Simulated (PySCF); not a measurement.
A side-by-side comparison of computed properties.

First species: C6H9F2N.
Z-matrix (Å and degrees, GFN2-xTB geometry), rows numbered from 1:
```
F 
C   1  1.3605
F   2  1.3588  1  105.48
C   2  1.5072  1  111.34  3  -121.06
C   4  1.5034  2  113.21  1    58.44
C   5  1.4815  4  120.42  2    89.23
N   5  1.4434  4  116.54  2   157.48
C   4  1.5017  2  117.77  1  -155.33
C   8  1.4952  4   60.29  2   107.22
H   2  1.1012  1  107.43  3   114.45
H   5  1.0885  4  113.35  2   -58.35
H   6  1.0832  5  118.89  7   109.64
H   6  1.0810  5  118.42  7  -103.24
H   7  1.0144  5  114.32  6  -105.91
H   8  1.0779  4  116.10  9   108.45
H   8  1.0794  4  118.31  9  -108.90
H   9  1.0781  4  116.76  8  -108.33
H   9  1.0795  4  118.34  8   109.02
```

Second species: C6H11N3O.
SMILES: `CCn1nc(C)c(OC)n1`

Levels: PBE0/pcSseg-1 for dipole moment, HOMO energy, LUMO energy and HOMO–LUMO gap; GFN2-xTB for rotational constant A and rotational constant C. Geometries: GFN2-xTB. Each species is one conformer at its optimised geometry, gas phase, non-relativistic unless stated; the electronic structure was computed with PySCF and density fitting.

The conformers computed, where there is a choice (atom-mapped SMILES and torsion angles):
- `[F:1][CH:2]([F:3])[C:4]1([C@H:5]2[CH2:6][NH:7]2)[CH2:8][CH2:9]1`: F1–C2–C4–C5 58°, C2–C4–C5–C6 89°
- `[CH3:1][CH2:2][n:3]1[n:4][c:5]([CH3:6])[c:7]([O:8][CH3:9])[n:10]1`: C1–C2–N3–N4 89°, C5–C7–O8–C9 180°

```json
{"property": "dipole moment", "column X": "1.31 D", "column Y": "1.24 D"}
{"property": "HOMO energy", "column X": "-6.35 eV", "column Y": "-7.26 eV"}
{"property": "LUMO energy", "column X": "0.31 eV", "column Y": "1.35 eV"}
{"property": "HOMO–LUMO gap", "column X": "6.66 eV", "column Y": "8.61 eV"}
{"property": "rotational constant A", "column X": "2.000 GHz", "column Y": "2.217 GHz"}
{"property": "rotational constant C", "column X": "0.717 GHz", "column Y": "1.149 GHz"}
```

Q: Which column belongs to which species?

A: Column X is the second species and column Y the first. The first has 18 atoms and 70 electrons, the second 21 and 76.

Q: How does each property change from the first species to the second?

A: dipole moment +0.07 D; HOMO energy +0.91 eV; LUMO energy -1.04 eV; HOMO–LUMO gap -1.95 eV; rotational constant A -0.217 GHz; rotational constant C -0.432 GHz.

On the first: The dipole matches unit charges of opposite sign 0.26 Å apart (1 e·Å = 4.8032 D).

On the second: The dipole equals about 4.4 × 10⁻³⁰ C·m (1 D = 3.33564 × 10⁻³⁰ C·m). A dipole of 1.31 D is allowed in C1, and pure rotational transitions are dipole-allowed.
